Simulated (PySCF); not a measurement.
Computed IR spectrum (relative IR intensity) of a molecule C₄H₁₀O₂. Geometry optimised at r2SCAN-D4/def2-SVP. One conformer was computed; it need not be the lowest. Computed with r2SCAN-D4/def2-SVP in PySCF. Frequencies are harmonic and unscaled.

| ν (cm⁻¹) | relative intensity |
|---|---|
| 84 | 3.3 |
| 880 | 8.6 |
| 882 | 13 |
| 1061 | 5.1 |
| 1066 | 14 |
| 1173 | 44 |
| 1175 | 100 |
| 1199 | 16 |
| 1223 | 56 |
| 1260 | 18 |
| 1301 | 8.4 |
| 1376 | 21 |
| 1432 | 6.5 |
| 1454 | 15 |
| 1469 | 12 |
| 1472 | 4.9 |
| 2933 | 5.4 |
| 2942 | 26 |
| 2952 | 88 |
| 2957 | 26 |
| 2985 | 26 |
| 2998 | 73 |
| 3014 | 54 |
| 3138 | 27 |

Task: Which structure fits?
A. CC(CO)CO
B. CCOCOC
C. COCCOC
D. CO[C@@H](C)CO

Result: C, COCCOC
